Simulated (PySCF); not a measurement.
## Mayer bond orders and bond lengths

Species: C₆H₈OSSi.
SMILES with atom numbers: `[SiH3:1][O:2][c:3]1[cH:4][cH:5][cH:6][cH:7][c:8]1[SH:9]` (hydrogens: H10, H11, H12 on Si1; H13 on C4; H14 on C5; H15 on C6; H16 on C7; H17 on S9)

Cartesian coordinates in Å at the GFN2-xTB level; atoms count from 1:
```xyz
17
C6H8OSSi angstrom
Si     2.7678   -0.8578    0.0307
O      1.5036    0.0578    0.5014
C      0.1997    0.0924    0.1436
C     -0.3327   -0.7604   -0.8107
C     -1.6726   -0.6948   -1.1504
C     -2.4992    0.2298   -0.5362
C     -1.9830    1.0870    0.4174
C     -0.6408    1.0266    0.7624
S     -0.0068    2.1325    1.9834
H      2.5120   -2.2700    0.3137
H      3.0261   -0.6804   -1.3981
H      3.7837   -0.2657    0.8858
H      0.3238   -1.4766   -1.2814
H     -2.0662   -1.3685   -1.8958
H     -3.5444    0.2851   -0.7973
H     -2.6133    1.8139    0.9060
H      1.2354    1.6612    1.9154
```

Bond orders from the PBE0/pcSseg-1 density (PySCF). One conformer (not necessarily the lowest) at the GFN2-xTB geometry, without solvent, vibrations or thermal averaging.

Q: How far do the computed orders between heavy atoms stray from the drawn ones?

A: The largest departure is 0.244, at C8–C3 (drawn aromatic, 1.256), counting aromatic bonds as 1.5. Drawn single, order above 1.12: C8–S9 (1.154). Drawn single, order below 0.88: O2–C3 (0.862). The bonds drawn aromatic range from 1.26 to 1.45.

Q: Give the Mayer order of every bond, beside its length.

A: 
```json
{"bond": "Si1–O2", "drawn as": "single", "length (Å)": "1.630", "Mayer order": "0.896"}
{"bond": "O2–C3", "drawn as": "single", "length (Å)": "1.353", "Mayer order": "0.862"}
{"bond": "C3–C4", "drawn as": "aromatic", "length (Å)": "1.386", "Mayer order": "1.434"}
{"bond": "C4–C5", "drawn as": "aromatic", "length (Å)": "1.384", "Mayer order": "1.436"}
{"bond": "C5–C6", "drawn as": "aromatic", "length (Å)": "1.384", "Mayer order": "1.435"}
{"bond": "C6–C7", "drawn as": "aromatic", "length (Å)": "1.382", "Mayer order": "1.446"}
{"bond": "C7–C8", "drawn as": "aromatic", "length (Å)": "1.387", "Mayer order": "1.408"}
{"bond": "C8–S9", "drawn as": "single", "length (Å)": "1.765", "Mayer order": "1.154"}
{"bond": "C8–C3", "drawn as": "aromatic", "length (Å)": "1.401", "Mayer order": "1.256"}
{"bond": "Si1–H10", "drawn as": "single", "length (Å)": "1.463", "Mayer order": "0.925"}
{"bond": "Si1–H11", "drawn as": "single", "length (Å)": "1.463", "Mayer order": "0.925"}
{"bond": "Si1–H12", "drawn as": "single", "length (Å)": "1.454", "Mayer order": "0.951"}
{"bond": "C4–H13", "drawn as": "single", "length (Å)": "1.080", "Mayer order": "0.928"}
{"bond": "C5–H14", "drawn as": "single", "length (Å)": "1.079", "Mayer order": "0.961"}
{"bond": "C6–H15", "drawn as": "single", "length (Å)": "1.079", "Mayer order": "0.963"}
{"bond": "C7–H16", "drawn as": "single", "length (Å)": "1.079", "Mayer order": "0.958"}
{"bond": "S9–H17", "drawn as": "single", "length (Å)": "1.330", "Mayer order": "0.908"}
```

Bonds between the same two heavy elements. C–C: lowest C8–C3 (1.256, 1.401 Å), highest C6–C7 (1.446, 1.382 Å).

Q: Sum the orders of all bonds at each heavy atom with more than one neighbour and set the sums beside the valence in the SMILES.

A: Si1 3.697 (drawn 4), O2 1.758 (drawn 2), C3 3.552 (drawn 4), C4 3.798 (drawn 4), C5 3.832 (drawn 4), C6 3.844 (drawn 4), C7 3.812 (drawn 4), C8 3.818 (drawn 4), S9 2.062 (drawn 2). Orders between atoms that aren't bonded are not in these sums.

The Mayer order sums products of elements of PS (density times overlap matrix) between the two atoms' basis functions, so it depends on the basis set.
